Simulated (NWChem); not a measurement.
Atomisation of hydrogen selenide (H₂Se)

SMILES: [SeH2]
```xyz
3

Se     0.0000     0.0000    -0.0580
H      1.0539     0.0000     0.9857
H     -1.0539     0.0000     0.9857
```
Charge 0, spin multiplicity 1.

All runs are NWChem calculations. Structure: optimised with PBE/def2-SVP, a minimum by its harmonic frequencies.

Basis set: def2-TZVP. The atomisation energy is electronic alone: no zero-point, thermal, spin-orbit or counterpoise terms. No value is extrapolated to the basis-set limit. Free atoms are single determinants with multiplicities Se 3, H 2. Correlated methods freeze the same cores in atoms and molecule, 9 orbitals in all.

| method | atomisation energy (kcal/mol) | relative cost |
|---|---|---|
| HF | 110.4 | 1 |
| PBE0 | 159.8 | under 3 |
| BP86 | 168.5 | under 3 |
| PBE | 162.5 | under 3 |
| B3LYP | 162.6 | under 3 |
| M06-2X | 155.1 | under 3 |
| MP2 | 151.8 | under 3 |
| CAM-B3LYP | 162.3 | 5 |
| CCSD(T) | 155.9 | 6 |

The values span 58.2 kcal/mol, from HF (lowest) to BP86 (highest). The cost column gives rough processor time relative to HF; each entry includes its own SCF. Costs are the molecule's.

The Hamiltonian is non-relativistic. The correlated methods keep 9 core orbitals frozen. B3LYP has NWChem's definition, with VWN1-RPA local correlation. GW and range-separated runs recompute their integrals, the others keep them in memory, which bears on the times. No SCF solution was tested for a lower state. Open-shell Hartree-Fock references start from PBE0 orbitals; any time given for them includes that run. Coupled-cluster values serve here as a point of comparison, not as the truth.
